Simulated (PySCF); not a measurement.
Te(SeH)(SiH3) (H4SeSiTe), SMILES [SeH][Te][SiH3]. Atoms are numbered in the order given.

```xyz
7

Te     0.2247    -0.4731     0.7912
Se     0.5238     1.4365    -0.9045
H     -0.4730     2.3472    -0.2744
Si    -1.6422    -1.5253    -0.5513
H     -1.1598    -1.8790    -1.9290
H     -2.8082    -0.5820    -0.6491
H     -2.0603    -2.7734     0.1820
```

The structure is a stationary point at PBE-D3(BJ)/def2-SVP. This is a generated structure with no PubChem entry under its InChIKey; it may be hypothetical. The def2 effective core potentials stand for the cores of Te; spin–orbit coupling is left out. Other conformers were not sampled.

Calculation: B3LYP/def2-TZVPD (PySCF).

Mulliken values depend strongly on the basis, most of all with diffuse functions as here. ESP charges are fitted to the potential on shells at 1.4 to 2.0 van der Waals radii. Atomic charges (e):

```tsv
atom	Mulliken	ESP fit
Te1	0.06	-0.02
Se2	-0.26	-0.12
H3	0.14	0.10
Si4	0.31	0.04
H5	-0.07	0.00
H6	-0.08	-0.02
H7	-0.10	0.02
```
